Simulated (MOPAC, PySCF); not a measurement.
CH2OSi, SMILES `O=C=[SiH2]`, neutral singlet in the gas phase. 

Cartesian coordinates (Å):
```xyz
5

O      2.0485    -0.0092    -0.0522
C      0.9208    -0.0016     0.0654
Si    -0.8789     0.0171     0.5554
H     -1.0504    -1.1449    -0.3998
H     -1.0401     1.1385    -0.4488
```
Charge 0, spin multiplicity 1.

All levels are single points at this geometry (PBE0-D4/def2-TZVP); Pople sets use spherical d functions. Orbital energies aren't observables, and empty levels follow the basis.

```json
[
 {"level": "PBE0-D4/def2-TZVP in PySCF", "HOMO (eV)": "-6.82", "LUMO (eV)": "-1.82", "gap (eV)": "5.00", "dipole (D)": "0.51", "vertical IE, Delta-SCF (eV)": "9.02"},
 {"level": "B3LYP/6-311+G** in PySCF", "HOMO (eV)": "-6.67", "LUMO (eV)": "-2.09", "gap (eV)": "4.58", "dipole (D)": "0.40", "vertical IE, Delta-SCF (eV)": "–"},
 {"level": "HF/3-21G in PySCF", "HOMO (eV)": "-8.75", "LUMO (eV)": "2.11", "gap (eV)": "10.86", "dipole (D)": "1.42", "vertical IE, Delta-SCF (eV)": "–"},
 {"level": "HF/6-31G* in PySCF", "HOMO (eV)": "-8.78", "LUMO (eV)": "2.17", "gap (eV)": "10.95", "dipole (D)": "1.29", "vertical IE, Delta-SCF (eV)": "7.86"},
 {"level": "HF/STO-3G in PySCF", "HOMO (eV)": "-5.48", "LUMO (eV)": "6.12", "gap (eV)": "11.60", "dipole (D)": "1.66", "vertical IE, Delta-SCF (eV)": "–"},
 {"level": "PM7 in MOPAC", "HOMO (eV)": "-8.45", "LUMO (eV)": "-0.75", "gap (eV)": "7.69", "dipole (D)": "2.65", "vertical IE, Delta-SCF (eV)": "–"}
]
```
